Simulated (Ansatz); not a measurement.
Input for Ansatz (a quantum-chemistry and plane-wave program): U-r2SCAN/cc-pVTZ on Ge2H6 (SMILES [GeH3][GeH3]), a point of a bond scan (R = 2.436 Å).

Ansatz 0.2 input:
```yaml
crystal:
  periodic: [false, false, false]
  atoms:
    - {symbol: Ge, position_ang: [-1.21412012, 0.09497213, -0.01554390]}
    - {symbol: Ge, position_ang: [1.21412012, -0.09497213, 0.01554390]}
    - {symbol: H, position_ang: [-1.81564152, -0.88366826, -1.03991537]}
    - {symbol: H, position_ang: [-1.63545207, 1.52474348, -0.39912600]}
    - {symbol: H, position_ang: [-1.79543962, -0.23067558, 1.37187209]}
    - {symbol: H, position_ang: [1.63545207, -1.52474348, 0.39912600]}
    - {symbol: H, position_ang: [1.81564152, 0.88366826, 1.03991537]}
    - {symbol: H, position_ang: [1.79543962, 0.23067558, -1.37187209]}
basis:
  gaussian:
    orbitals: cc-pVTZ
hamiltonian:
  xc: {name: r2SCAN}
magnetization: {spin_polarized: true, initial_magnetization: 0}
```

It printed:

```
WARN ansatz: RAYON_NUM_THREADS=1 ignored (pool sized by the plan → 1); use --threads N
Functional definition: r2SCAN
integrals: 0.10 GiB planned
1074 factors; their error is unknown
mean field: 0.83 GiB planned
mean field evaluation 1: about -113134.8519 eV, gradient 1.5e1 eV
mean field evaluation 2: about -113135.4431 eV, gradient 1.1e1 eV
mean field evaluation 4: about -113135.6432 eV, gradient 3.7e-1 eV
mean field evaluation 8: about -113135.6423 eV, gradient 2.4e-3 eV
mean field -113135.64232441 eV, -4157.6581693295 hartree, gradient 6.7e-5 eV, S^2 0.000000; 0 other end points of the search recorded, 0 dependent functions left out
reference -113135.64234116 eV, -4157.6581699451 hartree; 35, 35 occupied and 135, 135 virtual orbitals, 1074 factors
Total energy: -113135.64234116 eV, -4157.6581699451 hartree
```

Self-consistency was reached.

Cost: around 7 core-seconds (rough).
